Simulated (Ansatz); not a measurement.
Input for Ansatz (development build ahead of 0.2.0):

```yaml
crystal:
  periodic: [false, false, false]
  atoms:
    - { symbol: Br, position_ang: [0.0, 0.0, 0.0] }
basis:
  gaussian: { orbitals: STO-3G }
magnetization:
  initial_magnetization: 1
hamiltonian:
  xc: hf
```

The input is written out in the form of the current development build from the run's settings.

Results

| Property | Result |
| --- | --- |
| Converged | yes |
| Total energy | -2544.63678 hartree |
| Spin squared of the determinant | 0.750 |
